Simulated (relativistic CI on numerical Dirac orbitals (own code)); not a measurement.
## d1 to d9 in one octahedral field

Computed with a parametric ligand-field model without spin-orbit coupling, by exact diagonalisation: B = 440, C = 1800, 10Dq = 32600 cm⁻¹ (Oh; |10Dq|/B = 74.1) for every shell. Energies in cm⁻¹; the field energy is (0.6 n_e − 0.4 n_t2) × 10Dq of the ground term; g labels are left out. So small a B with so large a field is typical of 4d and 5d ions, where spin-orbit coupling, left out here, reaches 1,000 to 4,000 cm⁻¹.

```csv
Shell,Ground term,Electrons in e,Field energy,First spin-allowed bands,Lowest term of other spin
d1,2T2,0.000,-13040,2E 32600,
d2,3T1,0.005,-25913,"3T2 31470, 3T1 36939",1T2 6358
d3,4A2,0.000,-39120,"4T2 32600, 4T1 37639",2E 8981
d4,3T1,0.008,-51891,"3E 30750, 3T1 31191",1T2 5627
d5,2T2,0.016,-64668,"2A2 30039, 2T1 30197",4T1 23737
d6,1A1,0.013,-77829,"1T1 31174, 1T2 37689",3T1 27413
d7,2E,1.008,-58422,"2T1 31080, 2T2 31551",4T1 23758
d8,3A2,2.000,-39120,"3T2 32600, 3T1 37639",1E 7085
d9,2E,3.000,-19560,2T2 32600,
```

Low spin: d4, d5, d6, d7; the other shells keep the spin of the free ion. Only d4 to d7 can choose; the field needed to pair spins is smallest for d6 and largest for d5, which loses most exchange energy. In the strong-field picture 10Dq must exceed about 6B + 5C = 11640 (d4), 7.5B + 5C = 12300 (d5), 2.5B + 4C = 8300 (d6) and 4B + 4C = 8960 (d7); mixing of terms shifts these bounds somewhat.
